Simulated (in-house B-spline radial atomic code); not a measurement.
Inner-shell binding energies (edges) and X-ray emission energies of free atoms and ions, as differences of relaxed hole-state energies with first-order Breit, QED and recoil terms, without correlation or multiplet splittings, in NIST's listed ground configurations. For neutral atoms such line energies lie within some 1 to 5 eV of tabulated X-ray lines (up to 20 eV for the heaviest). K = 1s, L3 = 2p3/2, M3 = 3p3/2. A dash marks a subshell that is part filled or wasn't run, or a line left out. Computed with an all-electron radial atomic-structure program (B-spline basis): Dirac-Hartree-Fock, average of the configuration, finite nuclei.

| ion | configuration | K edge (eV) | K-L3 (eV) | K-M3 (eV) |
| --- | --- | --- | --- | --- |
| Sc | [Ar] 3d1 4s2 | 4499.96 | 4089.49 | 4460.69 |
| V2+ | [Ar] 3d3 | 5495.51 | 4950.92 | 5426.63 |
| Cr3+ | [Ar] 3d3 | 6041.42 | 5412.55 | 5947.81 |
| Mn4+ | [Ar] 3d3 | 6616.01 | 5895.49 | 6494.19 |
| Fe5+ | [Ar] 3d3 | 7219.2 | 6399.85 | 7065.86 |
| Co6+ | [Ar] 3d3 | 7851.02 | 6925.76 | 7662.92 |
| Ni7+ | [Ar] 3d3 | 8511.5 | 7473.34 | 8285.48 |
